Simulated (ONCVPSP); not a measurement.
## strontium, ONCV: configuration errors across variants

```
Element                 : Sr
Generator               : ONCVPSP 4.0.1
Type                    : optimised norm-conserving Vanderbilt (ONCV)
Functional              : PW91
Relativity              : scalar-relativistic
Frozen core             : [Ar] 3d10
Valence charge          : 10
Reference configuration : 4s2 4p6 5s1.5 5p0.5
Partial waves           : 4s+5s: rc 2.10 bohr, ncon 3, nbas 7, qcut 4.6 1/bohr, 2 projectors; 4p+5p: rc 2.55 bohr, ncon 4, nbas 7, qcut 5.8 1/bohr, 2 projectors; d scattering state at 0.33 Ha: rc 2.10 bohr, ncon 4, nbas 8, qcut 5.1 1/bohr, 2 projectors, debl 3.7 Ha; f scattering state at 0.03 Ha: rc 2.75 bohr, ncon 4, nbas 7, qcut 4 1/bohr, 2 projectors, debl 2.5 Ha
Local potential         : polynomial inside 1.70 bohr (lpopt 5, dvloc0 -1 Ha)
Core correction         : none
```

In the d channel the program set the typed energies aside and used 0.050, 3.750 Ha.

All-electron excitation energies from the reference (eV): (1) 4s2 4p6 5s2 5p0 -1.140; (2) 4s2 4p6 5s1 5p0 4.778; (3) 4s2 4p6 5s0 5p0 15.826; (4) 4s2 4p6 4d1 5s1 5p0 1.184.

A true bound ghost makes a file unfit for plane-wave use even where its test errors are small: the radial tests pick states by their node count and pass the ghost by.

Errors AE − PS in meV (a dash: test not solved or not reliable):

```csv
change,(1),(2),(3),(4),bound ghosts,GHOST(+) flags above zero
base,0.0,-0.4,-1.8,-3.1,none,f
"all radii scaled by about 0.79 (s 1.66, p 2.02, d 1.66, f 2.18 bohr); local potential polynomial inside 1.34 bohr (lpopt 5, dvloc0 -1 Ha)",0.0,-0.4,-1.4,-2.7,none,s
"all radii scaled by about 0.87 (s 1.82, p 2.20, d 1.82, f 2.38 bohr); local potential polynomial inside 1.48 bohr (lpopt 5, dvloc0 -1 Ha)",0.0,-0.4,-1.6,-2.9,none,"s, f"
"all radii scaled by about 0.94 (s 1.98, p 2.40, d 1.98, f 2.60 bohr); local potential polynomial inside 1.60 bohr (lpopt 5, dvloc0 -1 Ha)",0.0,-0.4,-1.7,-3.0,none,"s, f"
"all radii scaled by about 1.03 (s 2.16, p 2.64, d 2.16, f 2.84 bohr); local potential polynomial inside 1.76 bohr (lpopt 5, dvloc0 -1 Ha)",0.0,-0.4,-1.8,-3.2,none,f
"all radii scaled by about 1.10 (s 2.30, p 2.80, d 2.30, f 3.02 bohr); local potential polynomial inside 1.86 bohr (lpopt 5, dvloc0 -1 Ha)",0.0,-0.4,-1.8,-3.4,f,d
"all radii scaled by about 1.16 (s 2.44, p 2.96, d 2.44, f 3.18 bohr); local potential polynomial inside 1.96 bohr (lpopt 5, dvloc0 -1 Ha)",0.0,-0.4,-2.2,-1.4,f,d
"all radii scaled by about 1.22 (s 2.56, p 3.12, d 2.56, f 3.36 bohr); local potential polynomial inside 2.08 bohr (lpopt 5, dvloc0 -1 Ha)",-0.1,-0.5,-3.9,-2.9,none,f
```

Question: Give the same row for: all radii scaled by about 1.29 (s 2.72, p 3.30, d 2.72, f 3.56 bohr); local potential polynomial inside 2.20 bohr (lpopt 5, dvloc0 -1 Ha).

Answer: -0.1, -0.5, -4.8, -3.3; bound ghosts: none; GHOST(+) flags above zero: f.
